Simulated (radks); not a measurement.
Fractional charge and spin in the 4p shell of ruthenium: the spin-up occupation runs from 2 to 3 and the spin-down occupation from 2 to 3; the fullest corner is Ru+, [Ar] 3d10 4s2 4d(up 3.5, down 3.5) 4p(up 3, down 3). Method: scalar-relativistic Kohn-Sham, r2SCAN, spin-polarised, spherical densities, finite nucleus; meta-GGA in the generalised Kohn-Sham scheme; Fermi nuclear charge, rms radius of each element as measured or else 0.836 A^(1/3) + 0.57 fm; computed with a radial shooting solver on a logarithmic mesh with Libxc functionals. Energy (eV) minus the two flat planes that join the four corners (they meet along the diagonal where the two added fractions sum to one electron); zero is where a piecewise linear energy would lie.

\begin{tabular}{lrrrrr}
down \ up & 2 & 2.25 & 2.5 & 2.75 & 3 \\ \hline
2 & 0.000 & -1.421 & -1.881 & -1.401 & 0.000 \\
2.25 & -1.421 & -1.784 & -1.209 & 0.285 & -1.267 \\
2.5 & -1.881 & -1.209 & 0.380 & -1.079 & -1.670 \\
2.75 & -1.401 & 0.285 & -1.079 & -1.577 & -1.237 \\
3 & 0.000 & -1.267 & -1.670 & -1.237 & 0.000 \\
\end{tabular}

Corners above the fullest one (they belong to Ru2+ and the next ion): (up 3, down 2) 61.650 eV, (up 2, down 3) 61.650 eV, (up 2, down 2) 139.06 eV. With half an added electron in each spin the energy lies 0.380 eV from the planes, and with half an added electron in spin up alone -1.881 eV. The planes are only a guide here: the flat-plane condition holds for ground states with one frontier orbital, while this shell lies below other occupied shells, so the corners above the fullest one are inner-hole states and not the ground states of those ions.
